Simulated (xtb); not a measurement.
xtb input (GFN1-xTB):

```bash
xtb mol.xyz --gfn 1 --sp --chrg 0 --uhf 0
```
mol.xyz:
```
3

C     -1.06882301     0.52844032     0.04631452
Cl     0.47894281    -0.16539043    -0.01430365
H     -1.72908970    -0.35900451    -0.03472507
```

Output:

```
           -------------------------------------------------
          |                Calculation Setup                |
           -------------------------------------------------

           -------------------------------------------------
          |                 G F N 1 - x T B                 |
           -------------------------------------------------

        Reference                      10.1021/acs.jctc.7b00118
      * Hamiltonian:
        H0-scaling (s, p, d)           1.850000    2.250000    2.000000
        zeta-weighting                 0.000000
      * Dispersion:
        s8                             2.400000
        a1                             0.630000
        a2                             5.000000
        s9                             0.000000
      * Repulsion:
        kExp                           1.500000
        rExp                           1.000000
      * Coulomb:
        alpha                          2.000000
        third order                    atomic
        anisotropic                    false
      * Halogen bond correction:
        rad-scale                      1.300000
        damping                        0.440000

          ...................................................
          :                      SETUP                      :
          :.................................................:
          :  # basis functions                  16          :
          :  # atomic orbitals                  15          :
          :  # shells                            7          :
          :  # electrons                        12          :
          :  # halogen bonds                     0          :
          :  max. iterations                   250          :
          :  Hamiltonian                  GFN1-xTB          :
          :  restarted?                      false          :
          :  GBSA solvation                  false          :
          :  PC potential                    false          :
          :  electronic temp.          300.0000000     K    :
          :  accuracy                    1.0000000          :
          :  -> integral cutoff          0.2500000E+02      :
          :  -> integral neglect         0.1000000E-07      :
          :  -> SCF convergence          0.1000000E-05 Eh   :
          :  -> wf. convergence          0.2000000E-04 e    :
          :  Broyden damping             0.4000000          :
          :  net charge                          0          :
          :  unpaired electrons                  0          :
          ...................................................

 iter      E             dE          RMSdq      gap      omega  full diag
   1     -6.7809454 -0.678095E+01  0.458E+00    1.53       0.0  T
   2     -6.7834376 -0.249222E-02  0.262E+00    1.50       1.0  T
   3     -6.7838000 -0.362444E-03  0.367E-01    1.46       1.0  T
   4     -6.7838655 -0.654928E-04  0.543E-02    1.47       1.1  T
   5     -6.7838684 -0.285769E-05  0.133E-03    1.48      43.3  T
   6     -6.7838684  0.369340E-10  0.976E-04    1.48      59.1  T
   7     -6.7838684 -0.153787E-09  0.442E-06    1.48   13060.8  T
   8     -6.7838684 -0.186517E-13  0.267E-06    1.48   21605.9  T

   *** convergence criteria satisfied after 8 iterations ***

         #    Occupation            Energy/Eh            Energy/eV
      -------------------------------------------------------------
         1        2.0000           -0.9215551             -25.0768
         2        2.0000           -0.6009291             -16.3521
         3        2.0000           -0.5293950             -14.4056
         4        2.0000           -0.4953673             -13.4796
         5        2.0000           -0.4787937             -13.0286
         6        2.0000           -0.3962222             -10.7818 (HOMO)
         7                         -0.3420086              -9.3065 (LUMO)
         8                         -0.1699578              -4.6248
         9                         -0.0760883              -2.0705
        10                         -0.0528015              -1.4368
        11                         -0.0522329              -1.4213
       ...                                ...                  ...
        15                          0.3360118               9.1433
      -------------------------------------------------------------
                  HL-Gap            0.0542136 Eh            1.4752 eV
             Fermi-level           -0.3691154 Eh          -10.0441 eV

 SCC (total)                   0 d,  0 h,  0 min,  0.004 sec
 SCC setup                      ...        0 min,  0.000 sec (  3.710%)
 Dispersion                     ...        0 min,  0.000 sec (  1.944%)
 classical contributions        ...        0 min,  0.000 sec (  1.008%)
 integral evaluation            ...        0 min,  0.001 sec ( 21.420%)
 iterations                     ...        0 min,  0.002 sec ( 41.922%)
 molecular gradient             ...        0 min,  0.001 sec ( 21.933%)
 printout                       ...        0 min,  0.000 sec (  7.481%)

         :::::::::::::::::::::::::::::::::::::::::::::::::::::
         ::                     SUMMARY                     ::
         :::::::::::::::::::::::::::::::::::::::::::::::::::::
         :: total energy              -6.759466972553 Eh    ::
         :: gradient norm              0.045211167752 Eh/a0 ::
         :: HOMO-LUMO gap              1.475227773883 eV    ::
         ::.................................................::
         :: SCC energy                -6.783868372855 Eh    ::
         :: -> electrostatic           0.000122150401 Eh    ::
         :: repulsion energy           0.024844196694 Eh    ::
         :: dispersion energy         -0.000442796392 Eh    ::
         :: halogen bond corr.         0.000000000000 Eh    ::
         :: add. restraining           0.000000000000 Eh    ::
         :: total charge              -0.000000000000 e     ::
         :::::::::::::::::::::::::::::::::::::::::::::::::::::

           -------------------------------------------------
          |                Property Printout                |
           -------------------------------------------------

    * Orbital Energies and Occupations

         #    Occupation            Energy/Eh            Energy/eV
      -------------------------------------------------------------
         1        2.0000           -0.9215551             -25.0768
         2        2.0000           -0.6009291             -16.3521
         3        2.0000           -0.5293950             -14.4056
         4        2.0000           -0.4953673             -13.4796
         5        2.0000           -0.4787937             -13.0286
         6        2.0000           -0.3962222             -10.7818 (HOMO)
         7                         -0.3420086              -9.3065 (LUMO)
         8                         -0.1699578              -4.6248
         9                         -0.0760883              -2.0705
        10                         -0.0528015              -1.4368
        11                         -0.0522329              -1.4213
        12                         -0.0344726              -0.9380
        13                         -0.0207894              -0.5657
        14                          0.2041081               5.5541
        15                          0.3360118               9.1433
      -------------------------------------------------------------
                  HL-Gap            0.0542136 Eh            1.4752 eV
             Fermi-level           -0.3691154 Eh          -10.0441 eV

  Mulliken/CM5 charges         n(s)   n(p)   n(d)
     1C    -0.01514 -0.06094   1.479  2.536  0.000
     2Cl    0.01234  0.00712   1.941  5.031  0.015
     3H     0.00280  0.05381   0.997  0.000  0.000
Note: The following floating-point exceptions are signalling: IEEE_DENORMAL
normal termination of xtb

Wiberg/Mayer (AO) data.
largest (>0.10) Wiberg bond orders for each atom

 ---------------------------------------------------------------------------
     #   Z sym  total        # sym  WBO       # sym  WBO       # sym  WBO
 ---------------------------------------------------------------------------
     1   6 C    2.522 --     2 Cl   1.485     3 H    1.037
     2  17 Cl   1.501 --     1 C    1.485
     3   1 H    1.053 --     1 C    1.037
 ---------------------------------------------------------------------------

Topologies differ in total number of bonds
Writing topology from bond orders to xtbtopo.mol

 dipole moment from electron density (au)
     X       Y       Z
   0.0738  -0.6498  -0.0586  total (Debye):    1.669

           -------------------------------------------------
          | TOTAL ENERGY               -6.759466972553 Eh   |
          | GRADIENT NORM               0.045211167752 Eh/α |
          | HOMO-LUMO GAP               1.475227773883 eV   |
           -------------------------------------------------

------------------------------------------------------------------------
------------------------------------------------------------------------
 total:
 SCF:
```
